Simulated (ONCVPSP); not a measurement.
## Building the ONCV potential for Zr (Z = 40) (PBEsol, scalar-relativistic).

ONCVPSP 4.0.1 input, shortened (lines: element, Z, core and valence counts, functional; n l f; lmax; l rc ep ncon nbas qcut; lloc lpopt rc5 dvloc0; l nproj debl; icmod fcfact rcfact), PBEsol, scalar-relativistic:

```
  Zr 40.00    7    3  -116133      upf
    1    0    2.00
    2    0    2.00
    2    1    6.00
    3    0    2.00
    3    1    6.00
    3    2   10.00
    4    0    2.00
    4    1    6.00
    4    2    2.50
    5    0    1.50
    2
    0    3.25    0.00    5    8    2.10
    1    1.50    0.00    5    8    5.90
    2    2.40    0.00    4    9    5.10
    4    1    1.30    0.00
    0    1    3.10
    1    1    0.30
    2    2    2.60
    3    4.00    1.55
```

All-electron outer shells of the reference configuration (PBEsol, scalar-relativistic, ld1.x):

| shell | level (eV) | outermost node (bohr) | outermost maximum (bohr) |
| --- | --- | --- | --- |
| 4s | -53.34 | 0.55 | 1.08 |
| 4p | -31.38 | 0.56 | 1.17 |
| 5s | -4.15 | 1.47 | 3.19 |
| 4d | -2.92 | 0.58 | 1.63 |

**Question.** Does the generator finish with these settings?

**Answer.** Yes, a potential is produced and its reference levels are reproduced.

**Question.** Estimate the cutoffs (Ha) at which the residual kinetic energy of the hardest occupied pseudo-wave falls to 1 and 0.1 mHa per electron.

**Answer.** 56 Ha and 80 Ha.

**Question.** Does the potential have ghost states?

**Answer.** Ghosts flagged at negative energy: s at -101.5 eV; no localised positive-energy state flagged. A true bound ghost makes a file unfit for plane-wave use.

**Question.** Which valence shell sets the plane-wave cutoff?

**Answer.** 4p: 56 Ha for 1 mHa per electron, against 11 Ha for 4d.

Its largest configuration-test error is +7.1 meV (4p6 4d2 5s1). 2 of 4 tests not solved or not reliable.
